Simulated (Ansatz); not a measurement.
```yaml
crystal:
  periodic: [false, false, false]
  atoms:
    - {symbol: F, position_ang: [-0.020968, 1.828440, -2.385567]}
    - {symbol: Si, position_ang: [-0.638554, 0.490983, -1.827713]}
    - {symbol: F, position_ang: [-0.263417, -0.659280, -2.838030]}
    - {symbol: F, position_ang: [-2.204245, 0.670780, -1.795897]}
    - {symbol: B, position_ang: [0.001697, -0.002792, 0.000315]}
    - {symbol: Si, position_ang: [1.305326, 1.173762, 0.955206]}
    - {symbol: F, position_ang: [0.675807, 2.607784, 1.133791]}
    - {symbol: F, position_ang: [2.625792, 1.283431, 0.101402]}
    - {symbol: F, position_ang: [1.710349, 0.654791, 2.386302]}
    - {symbol: Si, position_ang: [-0.661933, -1.672894, 0.875430]}
    - {symbol: F, position_ang: [-1.387371, -1.298227, 2.223758]}
    - {symbol: F, position_ang: [-1.683935, -2.494115, 0.002240]}
    - {symbol: F, position_ang: [0.561852, -2.617463, 1.183362]}
basis:
  gaussian: {orbitals: def2-TZVP}
hamiltonian: {xc: {name: HF}, pseudopotentials: {relativity: scalar}}
correlation: {method: ccsd, electrons: all}
scf: {lower_state_search: full}
```

```sh
$ ansatz run in.yaml --threads 4 --pin off --events-out ev --progress --plain --max-ram 46080MiB --backend cuda --devices 0, --max-vram 37GiB
```

It prints (some lines left out):

```
Functional definition: HF
2723 factors; integrals over basis functions are off by at most 1.1e-3 eV
mean field evaluation 1: about -48696.0082 eV, gradient 7.3e1 eV
mean field evaluation 2: about -48696.3842 eV, gradient 7.4e1 eV
mean field evaluation 4: about -48705.3799 eV, gradient 4.1e0 eV
mean field evaluation 8: about -48705.4911 eV, gradient 1.3e-1 eV
mean field -48705.49121868 eV, -1789.8937885189 hartree, gradient 3.3e-6 eV, S^2 0.000000; 0 other end points of the search recorded, 0 dependent functions left out
reference -48705.49121868 eV, -1789.8937885189 hartree; 64, 64 occupied and 357, 357 virtual orbitals, 2723 factors
second order -85.51257443 eV of doubles, -0.00000000 eV of singles
cycle   1  -84.41290844 eV  change     1.1e0 eV  update   1.7e-1
cycle   2  -85.84747789 eV  change    -1.4e0 eV  update   5.0e-2
cycle   3  -86.18884398 eV  change   -3.4e-1 eV  update   2.6e-2
cycle   4  -86.13961389 eV  change    4.9e-2 eV  update   6.1e-3
cycle   5  -86.12469533 eV  change    1.5e-2 eV  update   3.0e-3
cycle   6  -86.12767888 eV  change   -3.0e-3 eV  update   1.1e-3
cycle   7  -86.12835083 eV  change   -6.7e-4 eV  update   4.5e-4
cycle   8  -86.12790970 eV  change    4.4e-4 eV  update   1.8e-4
cycle   9  -86.12783353 eV  change    7.6e-5 eV  update   5.3e-5
Total energy: -48791.61905221 eV, -1793.0589280215 hartree
Relativity: scalar
```

Run time 64 s (4 threads of an AMD EPYC 7R13 on a shared host and a share of an NVIDIA H100 80 GB); peak host memory 1.8 GiB.
